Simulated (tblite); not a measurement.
Record of a relaxation.

Species: C₂H₁₁NO₂Si₂.
SMILES with atom numbers: `[CH3:1][O:2][CH2:3][Si@H:4]([NH2:5])[O:6][SiH3:7]` (hydrogens: H8, H9, H10 on C1; H11, H12 on C3; H13 on Si4; H14, H15 on N5; H16, H17, H18 on Si7)

Computed with GFN2-xTB (tblite), gas phase: L-BFGS steps from a force-field or distance-geometry start until the largest atomic force falls under 0.01 eV/Å. 10 of its 128 geometries are shown.

Step 0: E = -666.6907 eV, largest atomic force 1.271 eV/Å
```
atom  x, y, z in Å  |  force x, y, z in eV/Å
C1     -2.760    0.377   -0.725   -0.043   0.104   0.386
O2     -1.621    0.335    0.098    0.578  -0.574   0.041
C3     -0.740   -0.765   -0.247   -1.071   0.514  -0.291
Si4     0.798   -0.954    0.810    0.745   0.056   0.262
N5      0.401   -1.276    2.452    0.037   0.448   0.191
O6      1.733    0.394    0.907    0.392   0.514  -1.094
Si7     2.462    1.462   -0.135   -0.043  -0.045   0.115
H8     -2.474    0.529   -1.765   -0.031  -0.124  -0.252
H9     -3.378    1.224   -0.409    0.231  -0.084   0.073
H10    -3.361   -0.538   -0.613    0.116   0.018  -0.156
H11    -1.323   -1.698   -0.195    0.095   0.093  -0.073
H12    -0.432   -0.626   -1.287   -0.033  -0.093  -0.181
H13     1.621   -2.093    0.364   -0.139   0.220  -0.111
H14    -0.219   -0.532    2.747   -0.311  -0.207   0.367
H15     1.246   -1.145    2.996   -0.102  -0.270   0.290
H16     3.042    2.590    0.643   -0.295  -0.517  -0.031
H17     1.463    1.969   -1.099    0.144  -0.129   0.225
H18     3.534    0.755   -0.879   -0.269   0.076   0.236
```

Step 14: E = -666.9969 eV, largest atomic force 0.128 eV/Å
```
atom  x, y, z in Å  |  force x, y, z in eV/Å
C1     -2.719    0.380   -0.693    0.023   0.031   0.085
O2     -1.568    0.291    0.103    0.053  -0.064   0.063
C3     -0.740   -0.794   -0.272   -0.054   0.044   0.016
Si4     0.798   -0.907    0.846    0.032  -0.075  -0.007
N5      0.378   -1.181    2.493    0.037   0.080  -0.054
O6      1.745    0.407    0.681   -0.052  -0.038  -0.072
Si7     2.486    1.504   -0.256   -0.036  -0.015   0.093
H8     -2.453    0.535   -1.747   -0.075  -0.081   0.007
H9     -3.297    1.232   -0.340    0.023   0.044   0.034
H10    -3.328   -0.530   -0.592    0.015   0.021  -0.125
H11    -1.310   -1.735   -0.225    0.018   0.078   0.005
H12    -0.433   -0.665   -1.322    0.013  -0.050   0.052
H13     1.591   -2.039    0.356    0.013  -0.021   0.118
H14    -0.366   -0.636    2.905   -0.012  -0.052  -0.108
H15     1.146   -1.231    3.146   -0.050  -0.015  -0.027
H16     2.964    2.479    0.713    0.048   0.094   0.053
H17     1.514    2.067   -1.187   -0.010   0.027  -0.077
H18     3.581    0.828   -0.948    0.011  -0.009  -0.055
```

Step 28: E = -667.0280 eV, largest atomic force 0.103 eV/Å
```
atom  x, y, z in Å  |  force x, y, z in eV/Å
C1     -2.690    0.391   -0.653   -0.043   0.012  -0.002
O2     -1.544    0.255    0.143   -0.017   0.020  -0.052
C3     -0.736   -0.833   -0.262    0.056  -0.052   0.003
Si4     0.823   -0.937    0.830   -0.071   0.010  -0.015
N5      0.353   -1.160    2.463   -0.038   0.007   0.015
O6      1.732    0.381    0.552    0.004  -0.017   0.031
Si7     2.487    1.543   -0.285    0.023   0.002  -0.044
H8     -2.436    0.557   -1.710    0.039  -0.033   0.059
H9     -3.248    1.249   -0.285    0.025   0.077   0.064
H10    -3.329   -0.499   -0.584    0.024  -0.043  -0.026
H11    -1.318   -1.762   -0.210    0.014  -0.025   0.007
H12    -0.444   -0.704   -1.315   -0.016  -0.011   0.012
H13     1.641   -2.096    0.486    0.042  -0.027  -0.061
H14    -0.462   -0.688    2.818   -0.051   0.042  -0.024
H15     1.055   -1.229    3.180    0.022   0.031  -0.018
H16     2.949    2.490    0.729   -0.017  -0.011  -0.008
H17     1.560    2.154   -1.241    0.011  -0.019   0.049
H18     3.596    0.893   -0.991   -0.008   0.035   0.009
```

Step 42: E = -667.0463 eV, largest atomic force 0.085 eV/Å
```
atom  x, y, z in Å  |  force x, y, z in eV/Å
C1     -2.650    0.402   -0.597   -0.018   0.009   0.005
O2     -1.498    0.188    0.171   -0.019   0.011   0.010
C3     -0.730   -0.912   -0.276   -0.025   0.048  -0.013
Si4     0.840   -0.976    0.792    0.066  -0.019   0.050
N5      0.291   -1.117    2.411    0.011   0.030   0.013
O6      1.766    0.331    0.509   -0.003   0.000  -0.021
Si7     2.488    1.548   -0.281   -0.028  -0.015   0.036
H8     -2.394    0.596   -1.647   -0.008   0.004  -0.024
H9     -3.159    1.271   -0.183    0.016   0.005   0.015
H10    -3.322   -0.465   -0.559    0.008  -0.016   0.000
H11    -1.315   -1.837   -0.192    0.009   0.000  -0.011
H12    -0.484   -0.784   -1.338    0.013  -0.015  -0.047
H13     1.687   -2.123    0.472   -0.019  -0.018   0.013
H14    -0.557   -0.635    2.667    0.051  -0.029  -0.005
H15     0.957   -1.092    3.166   -0.033   0.025  -0.011
H16     2.918    2.481    0.760   -0.014  -0.028   0.001
H17     1.535    2.161   -1.204   -0.017   0.006  -0.007
H18     3.618    0.968   -1.008    0.011   0.002  -0.006
```

Step 56: E = -667.0528 eV, largest atomic force 0.093 eV/Å
```
atom  x, y, z in Å  |  force x, y, z in eV/Å
C1     -2.630    0.412   -0.576   -0.017  -0.011   0.001
O2     -1.461    0.178    0.159    0.019   0.000  -0.005
C3     -0.708   -0.930   -0.302   -0.016   0.007   0.014
Si4     0.855   -1.019    0.786   -0.030  -0.013  -0.087
N5      0.289   -1.075    2.405    0.033  -0.007  -0.037
O6      1.809    0.254    0.453    0.023  -0.035  -0.004
Si7     2.467    1.539   -0.278   -0.012  -0.033   0.016
H8     -2.414    0.628   -1.630    0.059   0.020  -0.005
H9     -3.120    1.271   -0.122   -0.013   0.032  -0.006
H10    -3.306   -0.451   -0.539   -0.018  -0.063   0.030
H11    -1.305   -1.848   -0.217    0.005   0.030  -0.040
H12    -0.464   -0.798   -1.366    0.009  -0.026   0.051
H13     1.668   -2.201    0.499   -0.032   0.047   0.034
H14    -0.590   -0.625    2.604   -0.012   0.011   0.026
H15     0.935   -0.947    3.166   -0.002   0.005   0.006
H16     2.857    2.431    0.812    0.006   0.023   0.002
H17     1.488    2.159   -1.171    0.009  -0.010   0.010
H18     3.622    1.030   -1.022   -0.011   0.022  -0.008
```

Step 71: E = -667.0606 eV, largest atomic force 0.038 eV/Å
```
atom  x, y, z in Å  |  force x, y, z in eV/Å
C1     -2.611    0.416   -0.557   -0.013  -0.015   0.001
O2     -1.426    0.186    0.153   -0.021  -0.027  -0.010
C3     -0.694   -0.926   -0.330    0.012  -0.001  -0.003
Si4     0.859   -1.071    0.765   -0.014   0.035  -0.004
N5      0.306   -0.985    2.385   -0.003  -0.027   0.012
O6      1.924    0.093    0.367    0.007  -0.010  -0.028
Si7     2.437    1.500   -0.249    0.013   0.012   0.010
H8     -2.410    0.641   -1.613   -0.002   0.011   0.032
H9     -3.106    1.266   -0.087    0.020   0.012  -0.027
H10    -3.273   -0.459   -0.509   -0.013  -0.006  -0.012
H11    -1.312   -1.833   -0.282    0.012   0.025   0.021
H12    -0.436   -0.774   -1.387    0.016  -0.003   0.014
H13     1.602   -2.309    0.549   -0.001   0.001  -0.012
H14    -0.602   -0.592    2.568    0.011   0.023  -0.012
H15     0.951   -0.758    3.123    0.003  -0.005   0.015
H16     2.774    2.359    0.887   -0.022  -0.014   0.005
H17     1.392    2.098   -1.080    0.000  -0.002   0.007
H18     3.619    1.155   -1.039   -0.005  -0.008  -0.009
```

Step 85: E = -667.0636 eV, largest atomic force 0.043 eV/Å
```
atom  x, y, z in Å  |  force x, y, z in eV/Å
C1     -2.617    0.413   -0.563    0.001  -0.006   0.003
O2     -1.444    0.180    0.167    0.000   0.010   0.009
C3     -0.693   -0.918   -0.318   -0.008   0.006  -0.003
Si4     0.866   -1.071    0.763    0.000  -0.036   0.024
N5      0.319   -0.966    2.385   -0.001   0.012  -0.005
O6      1.959    0.049    0.321   -0.009   0.013  -0.002
Si7     2.433    1.491   -0.245   -0.005  -0.010  -0.013
H8     -2.397    0.630   -1.617    0.003   0.007   0.006
H9     -3.111    1.272   -0.111    0.012  -0.005  -0.007
H10    -3.288   -0.456   -0.522   -0.002  -0.003  -0.003
H11    -1.300   -1.831   -0.279   -0.013  -0.013   0.002
H12    -0.431   -0.755   -1.371    0.004  -0.004  -0.024
H13     1.581   -2.326    0.544   -0.007   0.010   0.012
H14    -0.576   -0.538    2.560    0.021   0.009  -0.005
H15     0.963   -0.768    3.132    0.003  -0.009  -0.019
H16     2.739    2.324    0.917    0.008   0.009   0.017
H17     1.369    2.087   -1.052    0.002   0.005  -0.003
H18     3.618    1.190   -1.048   -0.010   0.005   0.009
```

Step 99: E = -667.0657 eV, largest atomic force 0.016 eV/Å
```
atom  x, y, z in Å  |  force x, y, z in eV/Å
C1     -2.608    0.413   -0.565    0.000  -0.002   0.002
O2     -1.443    0.162    0.171    0.007   0.003  -0.010
C3     -0.700   -0.938   -0.323    0.004  -0.003   0.004
Si4     0.861   -1.088    0.756    0.003   0.006  -0.001
N5      0.326   -0.942    2.378   -0.008   0.006   0.005
O6      1.949    0.024    0.277    0.003   0.001  -0.001
Si7     2.414    1.489   -0.234    0.000   0.003  -0.001
H8     -2.376    0.633   -1.616   -0.005   0.008   0.004
H9     -3.094    1.275   -0.111   -0.003   0.001  -0.005
H10    -3.288   -0.449   -0.534   -0.010   0.001  -0.006
H11    -1.312   -1.848   -0.286    0.004   0.005   0.002
H12    -0.439   -0.769   -1.376   -0.006  -0.013   0.008
H13     1.573   -2.348    0.569    0.006  -0.005  -0.001
H14    -0.530   -0.440    2.549    0.010  -0.006   0.005
H15     0.989   -0.786    3.119   -0.005  -0.001  -0.010
H16     2.708    2.291    0.955   -0.001  -0.006  -0.001
H17     1.354    2.106   -1.030   -0.001  -0.001   0.003
H18     3.606    1.220   -1.037    0.002   0.003   0.002
```

Step 113: E = -667.0662 eV, largest atomic force 0.016 eV/Å
```
atom  x, y, z in Å  |  force x, y, z in eV/Å
C1     -2.607    0.416   -0.571   -0.002   0.000  -0.001
O2     -1.440    0.164    0.161   -0.001   0.002  -0.006
C3     -0.704   -0.946   -0.322   -0.002   0.001   0.002
Si4     0.862   -1.089    0.753    0.004  -0.010  -0.002
N5      0.330   -0.937    2.375    0.009  -0.004  -0.013
O6      1.952    0.017    0.264   -0.006   0.006  -0.002
Si7     2.411    1.490   -0.230    0.004  -0.009  -0.006
H8     -2.381    0.644   -1.621    0.005  -0.007   0.009
H9     -3.092    1.277   -0.111    0.001  -0.005  -0.005
H10    -3.288   -0.445   -0.542    0.008   0.006   0.000
H11    -1.318   -1.853   -0.269   -0.006   0.003   0.006
H12    -0.448   -0.794   -1.379    0.000  -0.002   0.002
H13     1.578   -2.348    0.572   -0.009   0.001  -0.001
H14    -0.517   -0.422    2.552   -0.010   0.001   0.000
H15     0.998   -0.791    3.114    0.005   0.002   0.006
H16     2.701    2.277    0.969   -0.002   0.008   0.005
H17     1.348    2.110   -1.021    0.001   0.002   0.005
H18     3.607    1.235   -1.031   -0.003   0.002   0.001
```

Step 127: E = -667.0665 eV, largest atomic force 0.008 eV/Å
```
atom  x, y, z in Å  |  force x, y, z in eV/Å
C1     -2.602    0.421   -0.580    0.002   0.001   0.001
O2     -1.432    0.175    0.151   -0.001   0.001   0.004
C3     -0.711   -0.951   -0.314    0.002  -0.001   0.000
Si4     0.863   -1.091    0.748   -0.006   0.005  -0.002
N5      0.340   -0.938    2.373   -0.002   0.002   0.004
O6      1.948    0.016    0.252   -0.003  -0.001  -0.001
Si7     2.408    1.494   -0.225   -0.001   0.005   0.006
H8     -2.376    0.646   -1.631   -0.003  -0.005  -0.001
H9     -3.091    1.279   -0.122    0.003   0.006  -0.003
H10    -3.278   -0.444   -0.548   -0.003   0.003  -0.002
H11    -1.335   -1.851   -0.235    0.003   0.000  -0.002
H12    -0.465   -0.826   -1.377   -0.001  -0.003   0.001
H13     1.572   -2.352    0.561    0.007  -0.004   0.000
H14    -0.507   -0.423    2.554    0.003  -0.005   0.000
H15     1.011   -0.792    3.109    0.002   0.002  -0.003
H16     2.695    2.273    0.981   -0.002  -0.003  -0.001
H17     1.347    2.123   -1.011    0.002  -0.002   0.000
H18     3.607    1.247   -1.024   -0.002   0.000  -0.002
```

Question: Summarise the path.

Answer: The energy falls by 0.3758 eV from step 0 to step 127; nine tenths of that is first reached at step 29. It falls at every step. The largest force goes from 1.271 to 0.008 eV/Å. Among the bonds O6–Si7 changes most, from 1.661 to 1.620 Å; the atoms move by 0.359 Å rms after alignment.

What follows is the cost of the whole relaxation. Hardware: an Arm Neoverse V2 with one thread, no GPU, shared host with 96 logical CPUs at a one-minute load of 18. Cost: 0.74 s wall.
